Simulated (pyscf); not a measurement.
## Routes from [H₃C–Ga–Cl]•

Candidate steps break at most two bonds and form at most two. Each was searched with GFN2-xTB (tblite) first. Structures and frequencies: ωB97X-D3(BJ)/def2-SVP in PySCF. MP2 and CC: frozen core, UHF for open shells. ΔMP2 is the change of the MP2 total energy from the triple- to the quadruple-zeta basis. Energies: CCSD(T)/def2-TZVPP + ΔMP2(QZVPP), eV, from the reactant's lowest minimum found, doublet surface; ΔG‡ with ideal gas, 1 atm, RRHO with modes under 100 cm⁻¹ raised to 100, one conformer, R ln 2 for chiral ones without a mode under 150 cm⁻¹.

| products | type | ΔE‡ | ΔE | ΔG‡ 298 K | ΔG‡ 900 K | ν‡ (cm⁻¹) |
|---|---|---|---|---|---|---|
| •H₂C–GaH–Cl | hydrogen shift | 2.73 | +0.97 | 2.58 | 2.64 | 1534i |
| [Cl–CH₂–GaH]• | concerted two-bond exchange | 3.66 | +2.27 | 3.45 | 3.42 | 535i |

Row 2: On the product side the descent ends in a point that may be a rotor saddle (no frequency run), 0.07 eV over the lowest minimum found and 1.43 eV under the saddle at ωB97X-D3(BJ)/def2-TZVP. 

Plain bond fissions and candidates not yet searched are not listed, and one of them may be faster. Each barrier is that of the saddle found; lower ones may exist. The CCSD(T) − MP2 part came from Ansatz, without density fitting, on the same reference. A UHF reference is spin-contaminated (<S²> up to 0.91), which harms MP2 most. The frozen core leaves the outer d or s,p core shells of the metals and heavy elements correlated in the MP2 and CC values, and def2-TZVPP describes them poorly, which can shift differences by a few kcal/mol. Elements up to Kr have no core potential and no relativistic terms here.
